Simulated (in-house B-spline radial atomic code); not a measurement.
A fraction x of an electron is removed from 5p in I, starting from [Kr] 4d10 5s2 5p5 and keeping the highest spin. All numbers are computed (scalar-relativistic (X2C) PBE, spin-polarised, spherical fractional occupations; Fermi nucleus of rms radius 4.75 fm) with a B-spline radial code for spherical atoms, not measured.

```json
{"x": "0", "E(x) - E(0) (eV)": "0.0000", "5p down level (eV)": "-6.750"}
{"x": "0.02", "E(x) - E(0) (eV)": "0.1365", "5p down level (eV)": "-6.897"}
{"x": "0.24", "E(x) - E(0) (eV)": "1.8330", "5p down level (eV)": "-8.534"}
{"x": "0.28", "E(x) - E(0) (eV)": "2.1804", "5p down level (eV)": "-8.837"}
{"x": "0.48", "E(x) - E(0) (eV)": "4.1005", "5p down level (eV)": "-10.369"}
{"x": "0.5", "E(x) - E(0) (eV)": "4.3094", "5p down level (eV)": "-10.525"}
{"x": "0.54", "E(x) - E(0) (eV)": "4.7366", "5p down level (eV)": "-10.836"}
{"x": "0.68", "E(x) - E(0) (eV)": "6.3303", "5p down level (eV)": "-11.934"}
{"x": "0.81", "E(x) - E(0) (eV)": "7.9487", "5p down level (eV)": "-12.966"}
{"x": "0.98", "E(x) - E(0) (eV)": "10.2689", "5p down level (eV)": "-14.333"}
{"x": "1", "E(x) - E(0) (eV)": "10.5572", "5p down level (eV)": "-14.495"}
```

The exact functional would give a straight line between the two integer points. Deviations E(x) - E(0) - x[E(1) - E(0)], in eV: -0.075 at x = 0.02, -0.701 at x = 0.24, -0.776 at x = 0.28, -0.967 at x = 0.48, -0.969 at x = 0.5, -0.964 at x = 0.54, -0.849 at x = 0.68, -0.603 at x = 0.81, -0.077 at x = 0.98.

The curve lies below the straight line by up to 0.969 eV (at x = 0.5): convex, the delocalisation error that favours fractional charges.

Task: How well does Slater's transition state (minus the level at half occupation) give the ionisation energy?

Result: It gives 10.525 eV against 10.557 eV from the two total energies; NIST lists 10.45 eV, ground level to ground level.
